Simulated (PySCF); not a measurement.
From one molecule to another.

First species: C₇H₇FNP.
Z-matrix (Å and degrees, GFN2-xTB geometry), rows numbered from 1:
```
C 
C   1  1.4875
F   2  1.3577  1  111.85
P   2  1.6825  1  133.53  3   176.86
C   4  1.8353  2   99.98  1     5.11
C   5  1.3915  4  120.21  2  -122.06
C   6  1.3863  5  118.57  4  -176.65
N   7  1.3214  6  123.42  5     0.87
C   8  1.3220  7  118.03  6     0.16
C   9  1.3848  8  123.49  7    -0.43
H   1  1.0914  2  110.39  3    72.25
H   1  1.0858  2  111.30  3  -166.44
H   1  1.0906  2  108.94  3   -45.51
H   6  1.0801  5  120.60  4     3.68
H   7  1.0824  6  120.99  5  -179.40
H   9  1.0823  8  115.59  7   179.32
H  10  1.0800  5  120.66  4    -3.25
```

Second species: C₄H₁₅NOSi₃.
Atom-mapped SMILES: `[CH3:1][NH:2][Si@@H:3]1[CH2:4][SiH2:5][CH2:6][Si@@H:7]([OH:8])[CH2:9]1` (hydrogens: H10, H11, H12 on C1; H13 on N2; H14 on Si3; H15, H16 on C4; H17, H18 on Si5; H19, H20 on C6; H21 on Si7; H22 on O8; H23, H24 on C9)

Levels: PBE0/pcSseg-1 for HOMO energy, LUMO energy and HOMO–LUMO gap. Geometries: GFN2-xTB. Each species is one conformer at its optimised geometry, gas phase, non-relativistic unless stated; the electronic structure was computed with PySCF and density fitting.

Dipoles, sizes and rotational constants follow the conformer. The torsions of the flexible species, by atom-mapped SMILES:
- `[CH3:1]/[C:2]([F:3])=[P:4]\[c:5]1[cH:6][cH:7][n:8][cH:9][cH:10]1`: C2–P4–C5–C6 -122°

The conformers of `CN[Si@@H]1C[SiH2]C[Si@@H](O)C1` aren't listed.

```csv
property,column X,column Y
HOMO energy,-6.47 eV,-7.16 eV
LUMO energy,0.71 eV,-1.83 eV
HOMO–LUMO gap,7.18 eV,5.33 eV
```

(1) Which column belongs to which species?

(2) How does each property change from the first species to the second?

## Answers

(1) Column X is the second species and column Y the first. The first has 17 atoms and 80 electrons, the second 24 and 96.

(2) HOMO energy +0.69 eV; LUMO energy +2.54 eV; HOMO–LUMO gap +1.85 eV.

